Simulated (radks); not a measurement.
Coulomb parameter of the 3d shell of the nickel ion Ni+ in the model configuration [Ar] 3d8 4s1, as a second difference U = [E(n + 0.5) + E(n - 0.5) - 2 E(n)] / (0.5)^2 with all orbitals relaxed. "Bare": the charge of the atom changes with n. "Screened": the 4s shell takes up the change at fixed total charge, which measures U(3d,3d) + U(4s,4s) - 2 U(3d,4s). Method: Dirac Kohn-Sham, PBE, spin-unpolarised, spherical densities, finite nucleus; open shells are shared between the two j in proportion to 2j + 1; Fermi nuclear charge, rms radius 3.7757 fm; computed with a radial shooting solver on a logarithmic mesh with Libxc functionals.

| case | configuration | E - E(n) (eV) |
|---|---|---|
| start | [Ar] 3d8 4s1 | 0.000 |
| bare +0.5 | [Ar] 3d8.5 4s1 | -7.123 |
| bare -0.5 | [Ar] 3d7.5 4s1 | 10.955 |
| screened +0.5 | [Ar] 3d8.5 4s0.5 | -1.916 |
| screened -0.5 | [Ar] 3d7.5 4s1.5 | 2.865 |

U(bare) = 15.327 eV, U(screened by 4s) = 3.795 eV.
